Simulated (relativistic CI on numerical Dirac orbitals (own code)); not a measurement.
Method of calculation: Dirac-Coulomb-Breit CI, orbitals from a KLI potential per configuration, QED by a radiative potential, unscaled Slater integrals (own radial code, finite nucleus).

Configuration list (outside the closed core [Ar] 3d10): 4s²4p⁴, 4s4p⁵, 4s²4p³4d, 4p⁶, 4s4p⁴4d, 4s²4p³4f, 4s4p⁴4f, 4p⁵4d, 4s4p³4d², 4s²4p²4d4f, 4p⁵4f, 4p⁴4d4f, 4s²4p³5s, 4s4p³4f², 4p⁵5s, 4s²4p³5p, 4s4p³4d5s, 4s²4p²4f5s, 4s4p⁴5s, 4s²4p³5d, 4s4p⁴5p, 4s²4p³5f, 4s²4p³5g, 4s4p⁴5d, 4p⁴4f5s, 4s²4p³6s, 4s4p⁴5f, 4s²4p²4d², 4s²4p4d³, 4s4p²4d³, 4s²4p4d²4f, 4s4p²4d²4f, 4s²4p4d²5s, 4p⁴4d², 4p³4d³, 4p³4d²4f, 4p³4d²5s, 4s²4p²4d5s, 4s4p²4d²5s, 4s²4p4d4f5s, 4s4p²4d4f5s, 4s²4p4d5s², 4p⁴4d5s, 4p³4d4f5s, 4p³4d5s², 4s²4p²5s², 4s4p²4d5s², 4s²4p4f5s², 4s4p²4f5s². Double excitations out of closed p, d and f shells are left out; levels of such configurations are missing from the list, as are those of other unlisted configurations, and high levels can miss mixing partners. These lack a partner that the ground configuration has and come out too high: 4s²4p³5p, 4s²4p³5d, 4s4p⁴5p, 4s²4p³5f, 4s²4p³5g.

At this charge energies of transitions that change n are usually good to better than 1 %, and those within a shell (Δn = 0) to a few per cent.

Outline of the computed level scheme of Ho XXXIV. Lowest level of each configuration: 4s²4p⁴ ³P2 at 0.000 eV; 4s4p⁵ ³P°2 at 126.692 eV; 4s²4p³4d ⁵D°1 at 128.154 eV.

Some strong electric-dipole decays among the lowest 45 levels: 4s²4p³4d ³P°0 → 4s²4p⁴ ³P1 (1.2e+12 s⁻¹); 4s²4p³4d ³D°3 → 4s²4p⁴ ³P2 (1.2e+12 s⁻¹); 4s²4p³4d ³P°2 → 4s²4p⁴ ³P2 (1.1e+12 s⁻¹); 4s²4p³4d ¹F°3 → 4s²4p⁴ ¹D2 (1.1e+12 s⁻¹); 4s²4p³4d ³S°1 → 4s²4p⁴ ³P2 (9.7e+11 s⁻¹); 4s²4p³4d ³P°1 → 4s²4p⁴ ³P1 (7.4e+11 s⁻¹); 4s²4p³4d ³D°1 → 4s²4p⁴ ¹S0 (6.9e+11 s⁻¹); 4s²4p³4d ³S°1 → 4s²4p⁴ ¹D2 (6.6e+11 s⁻¹).

LS names give the leading component of a level, which can be under half, so a name can repeat, a term be missing and a line seem to break the LS rules.
